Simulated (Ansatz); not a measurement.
Correlation energies of C₂H₆FNSi (`C[SiH2]/N=C/F`) by basis set

```xyz
11

C    -0.9474   -0.5976    1.4325
Si    0.5877   -0.1522    0.4838
N     0.1699    1.0039   -0.7485
C     0.3638    0.8610   -1.9583
F     0.0011    1.8009   -2.8391
H    -0.7089   -1.2897    2.2438
H    -1.6825   -1.0756    0.7812
H    -1.4025    0.2962    1.8643
H     1.2038   -1.3711   -0.1240
H     1.5925    0.4986    1.3620
H     0.8225    0.0257   -2.4977
```

Charge 0, multiplicity 1. Geometry: relaxed with PBE0-D4/def2-TZVP. It is one conformer, not always the lowest. Frozen core, restricted reference, the Gaussian-basis code of Ansatz. CBS rows extrapolate triple and quadruple zeta; past MP2 they add the triple-zeta difference.

```tsv
basis	HF (Eh)	MP2 corr.	CCSD corr.	(T)	CCSD(T) total
def2-SVP	-521.79175	-0.71575	-0.76200	-0.02196	-522.57571
def2-TZVPP	-522.17928	-0.90399	-0.94114	-0.03683	-523.15725
def2-QZVPP	-522.19908	-0.97268	–	–	–
CBS(def2)	-522.20180	-1.02356	-1.06071	as TZ	-523.29934
```
